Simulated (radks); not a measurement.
Results of a calculation; reference values are marked as such.
Pb+, configuration [Hg] 6d1 (not the ground configuration).

Level of theory: scalar-relativistic Kohn-Sham, BLYP, spin-unpolarised, spherical densities, point nucleus (a radial shooting solver on a logarithmic mesh with Libxc functionals).

Energy parts (eV):
total: -568240.85
kinetic: 642533.98
electron-nucleus: -1418103.51
Hartree: 217862.32
exchange-correlation: -10533.63

Orbitals (lengths in bohr, moments of r in powers of bohr; r(max) is where P^2 peaks):
orbital  occ.  eigenvalue (eV)      <r^2>       <r^4>    r(max)
1s          2        -88157.89  0.0003570   3.529e-07  0.009837
2s          2        -15776.95   0.005417  0.00005095   0.05713
2p          6        -13532.16   0.004617  0.00004234   0.04760
3s          2        -3795.369    0.03484    0.001828    0.1611
3p          6        -3151.923    0.03612    0.002043    0.1613
3d         10        -2496.299    0.02992    0.001568    0.1314
4s          2        -867.4673     0.1665     0.03994    0.3622
4p          6        -656.6586     0.1910     0.05374    0.3823
4d         10        -412.8949     0.2144     0.07229    0.3883
4f         14        -143.7508     0.2467      0.1191    0.3497
5s          2        -155.0873     0.8153      0.9563    0.7883
5p          6         -96.6878      1.076       1.724    0.8814
5d         10         -31.9245      1.951       6.515     1.072
6s          2         -21.9246      5.474       45.29     1.927
6d          1          -4.1811      32.19        1663     4.468

The highest occupied level is 6d at -4.181 eV. Summed over all electrons, <r^2> = 78.43 bohr^2, which gives a Langevin (diamagnetic) susceptibility term of -62.1 x 10^-6 cm^3/mol. The density falls to 0.001 e/bohr^3 at r = 4.52 bohr.
